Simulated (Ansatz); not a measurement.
Gas-phase electronic energies from Ansatz, PBE0-D4/def2-TZVP geometries. CBS: MP2 limit from def2 TZ/QZ plus the TZ coupled-cluster correction, frozen cores. This one scheme is used for every species. Each species was taken in one conformer, which may not be the lowest.

`NB(O)CF` + `C=N` → `C=NB(N)O` + fluoromethane  (ligand exchange at a B–C bond)

```json
{"species": "`NB(O)CF`", "HF/def2-TZVPP energy (Eh)": "-294.44575"}
{"species": "`C=N`", "HF/def2-TZVPP energy (Eh)": "-94.07170"}
{"species": "`C=NB(N)O`", "HF/def2-TZVPP energy (Eh)": "-249.43573"}
{"species": "`CF`", "HF/def2-TZVPP energy (Eh)": "-139.10222"}
```

Question: Work out ΔE.

Answer: ΔE = (-249.43573) + (-139.10222) − (-294.44575) − (-94.07170) = -0.02050 Eh = -53.8 kJ/mol. CCSD(T)/CBS gives -45.4 kJ/mol.

Largest T1 diagnostic among the species: 0.012.

In def2-TZVPP, CCSD(T) changes the Hartree–Fock value by +8.7 kJ/mol (the triples alone add +0.4 kJ/mol) and MP2 by +3.5 kJ/mol.
